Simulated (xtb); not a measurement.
xtb input (GFN2-xTB):

```bash
xtb mol.xyz --gfn 2 --ohess tight --chrg 1 --uhf 0
```
mol.xyz:
```
19

C      2.96851556     0.18000432    -0.03510687
C      1.67026264    -0.41091638     0.45536766
C      0.44382186     0.28872999    -0.19852369
C     -0.82396229    -0.26596129     0.28933989
C     -2.01752017     0.41491408    -0.35183000
O     -3.27693314    -0.15088325     0.11078246
H      3.09855327     0.01478915    -1.14647611
H      3.83425096    -0.33878359     0.46342665
H      3.07790591     1.23058658     0.20699168
H      1.60307269    -0.32971808     1.56661830
H      1.64702939    -1.51016536     0.26385912
H      0.52144602     0.14113323    -1.27989101
H      0.54960106     1.35618556     0.03003623
H     -0.93108414    -0.18532834     1.35709818
H     -0.90968898    -1.39342495     0.11361757
H     -1.99222058     0.28664124    -1.44425291
H     -2.02598930     1.51070663    -0.11630060
H     -3.22868386    -1.08934227    -0.09520518
H     -4.09985782     0.38736560    -0.02508774
```

End of the output:

```
       6    236.25    -0.54589 ( 99.80%)    -0.59646 (  0.20%)    -0.54599
       7    294.35    -0.43196 ( 99.92%)    -0.53133 (  0.08%)    -0.43205
   ------------------------------------------------------------------------

   temp. (K)  partition function   enthalpy   heat capacity  entropy
                                   cal/mol     cal/K/mol   cal/K/mol   J/K/mol
 298.15  VIB   235.                 3620.984     23.381     22.670
         ROT  0.204E+06              888.752      2.981     27.278
         INT  0.479E+08             4509.736     26.362     49.947
         TR   0.814E+27             1481.254      4.968     39.358
         TOT                        5990.9902    31.3297    89.3053   373.6536

       T/K    H(0)-H(T)+PV         H(T)/Eh          T*S/Eh         G(T)/Eh
   ------------------------------------------------------------------------
    298.15    0.954725E-02    0.182635E+00    0.424319E-01    0.140203E+00
   ------------------------------------------------------------------------

         :::::::::::::::::::::::::::::::::::::::::::::::::::::
         ::                  THERMODYNAMIC                  ::
         :::::::::::::::::::::::::::::::::::::::::::::::::::::
         :: total free energy         -20.787038160232 Eh   ::
         ::.................................................::
         :: total energy              -20.927241045449 Eh   ::
         :: zero point energy           0.173087485740 Eh   ::
         :: G(RRHO) w/o ZPVE           -0.032884600524 Eh   ::
         :: G(RRHO) contrib.            0.140202885217 Eh   ::
         :::::::::::::::::::::::::::::::::::::::::::::::::::::

optimized geometry written to: xtbopt.xyz

           -------------------------------------------------
          | TOTAL ENERGY              -20.927241045449 Eh   |
          | TOTAL ENTHALPY            -20.744606309128 Eh   |
          | TOTAL FREE ENERGY         -20.787038160232 Eh   |
          | GRADIENT NORM               0.000179735374 Eh/α |
          | HOMO-LUMO GAP               5.938150364236 eV   |
           -------------------------------------------------

------------------------------------------------------------------------
------------------------------------------------------------------------
Note: The following floating-point exceptions are signalling: IEEE_UNDERFLOW_FLAG IEEE_DENORMAL
normal termination of xtb
 total:
 SCF:
 ANC optimizer:
 analytical hessian:
```

It need not be the lowest isomer of its formula.
